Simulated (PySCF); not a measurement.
**Electric field gradients and quadrupole coupling constants**

Compound: SiEt(OAc)3, C8H14O6Si.
Cartesian coordinates in Å at the PBE0-D3(BJ)/def2-SVP level; atoms count from 1:
```
atom  x, y, z in Å
Si1    0.053    0.029    0.365
C2    -0.036   -0.180    2.192
C3     0.852   -1.296    2.736
H4    -1.099   -0.362    2.423
H5     0.228    0.793    2.637
H6     0.741   -1.396    3.827
H7     0.599   -2.268    2.286
H8     1.917   -1.104    2.532
O9     1.619    0.223   -0.248
C10    2.392    1.250    0.149
C11    3.700    1.287   -0.576
O12    2.037    2.030    0.994
H13    4.308    2.122   -0.211
H14    3.514    1.394   -1.655
H15    4.229    0.334   -0.434
O16   -0.793    1.355   -0.241
C17   -2.136    1.325   -0.292
C18   -2.700    2.450   -1.095
O19   -2.770    0.454    0.247
H20   -3.790    2.481   -0.990
H21   -2.429    2.279   -2.149
H22   -2.246    3.403   -0.789
O23   -0.441   -1.418   -0.336
C24   -0.924   -1.581   -1.584
C25   -1.402   -2.981   -1.814
O26   -0.967   -0.689   -2.387
H27   -1.705   -3.107   -2.859
H28   -2.257   -3.175   -1.148
H29   -0.613   -3.698   -1.549
```

Field gradients from the PBE0/pcSseg-1 density (PySCF, non-relativistic), principal values in atomic units, ordered |Vxx| ≤ |Vyy| ≤ |Vzz|:

| atom | Vxx | Vyy | Vzz |
| --- | --- | --- | --- |
| O9 | -0.6503 | -0.7302 | 1.3805 |
| O12 | 0.6410 | 1.0026 | -1.6436 |
| O16 | -0.5643 | -0.8261 | 1.3905 |
| O19 | 0.6573 | 0.9643 | -1.6215 |
| O23 | -0.6190 | -0.8137 | 1.4327 |
| O26 | 0.6385 | 1.0367 | -1.6752 |

Find the asymmetry η = (Vxx − Vyy)/Vzz and the couplings χ = eQV/h (234.96 MHz × Q in barn × V in au), with Q(17O) = −0.0256 b.

| atom | environment | nucleus | η | χzz (MHz) | χxx (MHz) | χyy (MHz) |
| --- | --- | --- | --- | --- | --- | --- |
| O9 | oxygen bonded to C and Si | 17O | 0.06 | -8.30 | 3.91 | 4.39 |
| O12 | oxygen bonded to C | 17O | 0.22 | 9.89 | -3.86 | -6.03 |
| O16 | oxygen bonded to C and Si | 17O | 0.19 | -8.36 | 3.39 | 4.97 |
| O19 | oxygen bonded to C | 17O | 0.19 | 9.75 | -3.95 | -5.80 |
| O23 | oxygen bonded to C and Si | 17O | 0.14 | -8.62 | 3.72 | 4.89 |
| O26 | oxygen bonded to C | 17O | 0.24 | 10.08 | -3.84 | -6.24 |

The tensor is traceless: Vxx + Vyy + Vzz = 0.

What is Vzz at O23 in SI units (1 au = 9.71736 × 10²¹ V/m²)?

1.4327 au = 13.922 × 10²¹ V/m².

And the gradient at the other heavy atoms, for which no coupling is worked out here?

```tsv
atom	environment	Vzz (au)	η
Si1	silicon bonded to C and 3 O	-0.705	0.13
C2	carbon bonded to C, Si and 2 H	0.070	0.52
C3	carbon bonded to C and 3 H	0.097	0.10
C10	carbon bonded to C and 2 O	-0.436	0.91
C11	carbon bonded to C and 3 H	0.095	0.56
C17	carbon bonded to C and 2 O	-0.444	0.91
C18	carbon bonded to C and 3 H	0.100	0.44
C24	carbon bonded to C and 2 O	-0.444	0.84
C25	carbon bonded to C and 3 H	0.094	0.54
```

Were the hydrogens deuterons (Q(2H) = 0.00286 b), χzz would run from 192 kHz (H4) to 199 kHz (H20, H27 and H13).

One conformer (not necessarily the lowest) at the PBE0-D3(BJ)/def2-SVP geometry, without solvent, vibrations or thermal averaging. The basis is small and wasn't made for field gradients, so the couplings can be 20 % off.
